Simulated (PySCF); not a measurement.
C₄H₆OSe. Atoms are numbered in the order given.

```xyz
12

C      0.7300    -2.3941    -0.0628
C     -0.2473    -1.5121     0.1000
C     -1.4701    -1.3494     0.9629
O     -1.7726    -0.1091     0.3118
C     -0.6142    -0.1829    -0.4997
Se     0.7591     1.1850    -0.1637
H      1.5277    -2.2184    -0.7891
H      0.7673    -3.3141     0.5261
H     -2.2673    -2.1001     0.8214
H     -1.2774    -1.2241     2.0436
H     -0.8506    -0.1533    -1.5756
H      0.0826     2.2243    -0.9565
```
Charge 0, spin multiplicity 1.

Coordinates come from a PBE0-D3(BJ)/def2-SVP optimisation. The structure was generated by enumeration; whether it is a known compound was not checked. One conformer was computed; it need not be the lowest.

Level of theory: TDDFT-PBE/def2-SVPD run with PySCF.

Vertical excitations. The molecule is in vacuum.

| state | energy (eV) | λ (nm) | f | main pairs |
|---|---|---|---|---|
| S1 | 4.00 | 310 | 0.001 | HOMO→LUMO 99 % |
| S2 | 4.70 | 264 | 0.039 | HOMO−1→LUMO 89 % |
| S3 | 4.82 | 257 | 0.008 | HOMO→LUMO+1 97 % |
| S4 | 5.19 | 239 | 0.007 | HOMO−1→LUMO+1 96 % |
| S5 | 5.66 | 219 | 0.040 | HOMO→LUMO+2 98 % |
| S6 | 5.82 | 213 | 0.006 | HOMO→LUMO+3 87 % |
| S7 | 5.99 | 207 | 0.053 | HOMO−1→LUMO+2 62 %, HOMO→LUMO+4 22 %, HOMO−2→LUMO 11 % |
| S8 | 6.10 | 203 | 0.045 | HOMO→LUMO+4 64 %, HOMO−2→LUMO+1 14 % |
| S9 | 6.23 | 199 | 0.000 | HOMO−1→LUMO+3 96 % |
| S10 | 6.28 | 197 | 0.081 | HOMO−2→LUMO+1 53 %, HOMO−1→LUMO+2 18 % |
| T1 | 3.79 | 327 | 0 | HOMO→LUMO 97 % |
| T2 | 3.89 | 319 | 0 | HOMO−1→LUMO 84 % |
| T3 | 4.46 | 278 | 0 | HOMO→LUMO+1 98 % |
| T4 | 4.81 | 258 | 0 | HOMO−2→LUMO 55 %, HOMO−1→LUMO+1 30 %, HOMO−1→LUMO 10 % |
Triplets are in the Tamm–Dancoff approximation, which puts them higher than full response would, so one can lie above its singlet here.
